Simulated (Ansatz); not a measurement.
Ansatz (a program for electronic structure) input:

Ansatz 0.2 input:
```yaml
crystal:
  periodic: [false, false, false]
  atoms:
    - {symbol: Sb, position_ang: [-0.00000000, -0.00000000, -1.29667752]}
    - {symbol: Sb, position_ang: [0.00000000, 0.00000000, 1.29667752]}
basis:
  gaussian:
    orbitals: def2-TZVP
hamiltonian:
  xc: b3lyp
  dispersion: d3bj
total_charge: 1
magnetization: {spin_polarized: true, initial_magnetization: 1}
phonons: {temperatures: {t_min: 298.15, t_max: 298.15, t_step: 100}}
```

Task: Which total energy does the run end on?

Result: -480.39190 Eh (B3LYP-D3(BJ)/def2-TZVP). The basis has 100 functions.
